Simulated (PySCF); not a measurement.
Species: (F2Al-mu-Cl)2.
Bonds: Al1–F2, Al1–F3, Al1–Cl4, Al1–Cl8, Cl4–Al5, Al5–F6, Al5–F7, Al5–Cl8.

Computed by this run: PySCF, PBE0-D3(BJ)/def2-SVP geometry optimisation, gas phase; density fitting, grid level 1; the optimiser is geomeTRIC in internal coordinates, started from a GFN2-xTB structure with every atom displaced at random (about 0.03 Å).

Step 1: E = -49074.5362 eV
```
atom  x, y, z in Å  |  force x, y, z in eV/Å
Al1     1.2391    0.5875   -0.6880   -0.418   1.628   0.021
F2      1.2704    2.2481   -0.7701    0.098  -0.351  -0.007
F3      2.3312   -0.3773   -1.3780    0.933  -0.776  -0.558
Cl4     0.8615    0.0401    1.3988   -0.228  -0.243   0.471
Al5    -1.1994   -0.6433    0.6646   -0.162   0.193   0.472
F6     -2.3422    0.3436    1.3391    0.098  -0.134  -0.045
F7     -1.2339   -2.2830    0.7682   -0.024  -0.184  -0.016
Cl8    -0.7884   -0.0015   -1.4185   -0.297  -0.133  -0.338
```

Step 2: E = -49074.6092 eV
```
atom  x, y, z in Å  |  force x, y, z in eV/Å
Al1     1.2568    0.6203   -0.7095   -0.081   0.239  -0.123
F2      1.3120    2.2654   -0.7890    0.051   0.067  -0.009
F3      2.3784   -0.3636   -1.3973    0.146  -0.104  -0.071
Cl4     0.8412    0.0313    1.4017   -0.148  -0.118   0.115
Al5    -1.2221   -0.6531    0.6872    0.109  -0.042   0.165
F6     -2.3622    0.3270    1.3607   -0.039  -0.002   0.021
F7     -1.2658   -2.2989    0.7836   -0.015   0.010  -0.033
Cl8    -0.8000   -0.0141   -1.4212   -0.023  -0.051  -0.065
```

Step 3: E = -49074.6184 eV
```
atom  x, y, z in Å  |  force x, y, z in eV/Å
Al1     1.2624    0.6353   -0.7208   -0.005  -0.062  -0.134
F2      1.3330    2.2796   -0.8001    0.017   0.046   0.007
F3      2.3951   -0.3561   -1.4017   -0.068   0.082   0.056
Cl4     0.8308    0.0234    1.4004   -0.075  -0.050   0.021
Al5    -1.2283   -0.6589    0.6999    0.109  -0.042   0.066
F6     -2.3705    0.3212    1.3708   -0.028  -0.001   0.011
F7     -1.2830   -2.3053    0.7877   -0.008   0.024  -0.030
Cl8    -0.8013   -0.0248   -1.4200    0.058   0.003   0.002
```

Step 4: E = -49074.6213 eV
```
atom  x, y, z in Å  |  force x, y, z in eV/Å
Al1     1.2624    0.6434   -0.7287    0.010  -0.141  -0.102
F2      1.3443    2.2879   -0.8068   -0.008   0.011   0.019
F3      2.4016   -0.3503   -1.4005   -0.119   0.122   0.082
Cl4     0.8248    0.0172    1.3991   -0.011  -0.007  -0.007
Al5    -1.2281   -0.6621    0.7087    0.059  -0.017   0.015
F6     -2.3726    0.3193    1.3758   -0.006  -0.009  -0.002
F7     -1.2945   -2.3081    0.7876    0.000   0.007  -0.022
Cl8    -0.7997   -0.0330   -1.4189    0.075   0.035   0.016
```

Problem. Estimate the geometry and energy of step 5. (The exact step hangs on the optimiser's Hessian estimate; all steps are aligned on step 4, rigid shifts and turns removed.)

Solution. E = -49074.6233 eV, largest force 0.152 eV/Å
```
atom  x, y, z in Å  |  force x, y, z in eV/Å
Al1     1.2575    0.6506   -0.7388    0.008  -0.149  -0.023
F2      1.3521    2.2952   -0.8129   -0.035  -0.025   0.024
F3      2.4053   -0.3424   -1.3946   -0.103   0.090   0.065
Cl4     0.8202    0.0087    1.3983    0.076   0.039  -0.019
Al5    -1.2228   -0.6650    0.7195   -0.031   0.012  -0.040
F6     -2.3701    0.3202    1.3786    0.023  -0.011  -0.018
F7     -1.3084   -2.3098    0.7847    0.008  -0.017   0.000
Cl8    -0.7956   -0.0431   -1.4186    0.054   0.062   0.013
```

The energy changes by -0.0019 eV. The first-order estimate −F·Δx gives -0.0015 eV and the mean of the old and new forces, exact on a quadratic surface, +0.0005 eV. The step makes an angle of 80° with the force vector and moves no atom by more than 0.014 Å.

What follows is the cost of the whole optimisation. On one thread, Arm Neoverse V1 (aarch64), shared host with 64 logical CPUs at a one-minute load of 47, this took 75 s of wall time and 0.48 GiB of memory at its peak.
